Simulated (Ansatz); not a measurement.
Isolated molecules relaxed with PBE0-D4/def2-TZVP in Ansatz; ΔE leaves out vibrations. CCSD(T)/CBS adds triple-zeta CCSD(T) − MP2 to the extrapolated MP2 energy (def2 sets, frozen cores). Functionals use def2-TZVPP. B3LYP here is the variant with VWN-RPA as its local correlation; programs differ in this. HSE06 is defined as in plane-wave codes. One conformer a species, not always the lowest.

`FC(F)[C@H](F)[C@@H](F)C(F)(F)F` → `FCC(F)(C(F)F)C(F)(F)F`  (isomerisation)

| level | ΔE (kJ/mol) | difference from CCSD(T)/CBS |
| --- | --- | --- |
| PBE-D4 | 13.0 | 0.9 |
| r2SCAN-D4 | 10.4 | -1.7 |
| HSE06-D4 | 13.8 | 1.7 |
| ωB97X-V | 11.1 | -1.0 |
| PBE0 | 15.8 | 3.7 |
| B3LYP | 17.3 | 5.2 |
| r2SCANh | 11.7 | -0.4 |
| BHLYP | 16.7 | 4.6 |
| LC-ωPBE | 15.4 | 3.3 |
| HF/def2-SVP | 14.5 | 2.4 |
| CCSD(T)/def2-SVP | 4.1 | -8.0 |
| SCS-MP2/def2-TZVPP | 12.1 | 0.0 |
| CCSD/def2-TZVPP | 12.3 | 0.2 |
| CCSD(T)/def2-TZVPP | 10.7 | -1.4 |
| HF/CBS(def2) | 19.9 | 7.8 |
| MP2/CBS(def2) | 12.3 | 0.2 |
| CCSD(T)/CBS | 12.1 | 0 |

What do rigid-rotor, harmonic-oscillator terms from PBE0-D4/def2-TZVP frequencies (298.15 K, 1 bar) make of the CCSD(T)/CBS value? (Estimate.)

Computed: ΔZPE = -1.0 kJ/mol, ΔH = +11.2 kJ/mol, ΔS = -6 J/(mol·K), ΔG = +13.1 kJ/mol. Modes under 50 cm⁻¹ make the entropy rough.

Largest T1 diagnostic among the species: 0.012.

Leaving LDA and LC-ωPBE aside and taking each functional with its dispersion term where it has one, the values, not all of them listed here, spread over 4.5 kJ/mol, from B97M-V to B2PLYP. LDA lies −5.5 kJ/mol from PBE without D4. At CCSD(T), def2-SVP lies −8.0 kJ/mol from the extrapolated value and def2-TZVPP −1.4 kJ/mol. The D4 term adds −4.2 kJ/mol with B3LYP and −2.3 kJ/mol with PBE0; it sums over pairs of atoms, weighted by their polarisabilities, and B3LYP, whose exchange is more repulsive, gets the larger term.
